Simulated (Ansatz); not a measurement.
Frontier orbitals of C2H3FOSi (`FC1=C[SiH2]O1`).

Total charge 0; spin multiplicity 1. The geometry is a stationary point of PBE0-D4/def2-TZVP. Basis def2-TZVPP, Ansatz 0.2.0.

Orbital energies of one run (eV). Highest occupied ones, from the top: -6.78, -9.23, -9.40, -10.37, -11.37, -11.43, -13.78, -14.10, -14.25, -14.94, -17.62, -21.17, -29.68, -35.12. Empty: -0.83, -0.04, 0.59, 1.24, 2.32, 2.44.

Problem. Which functional gave them?
A. B97M-V
B. HSE06 (plane-wave form)
C. ωB97X-V
D. revPBE

Solution. B. HOMO energies: HSE06 -6.78, revPBE -5.86, ωB97X-V -9.51, B97M-V -6.24 eV.
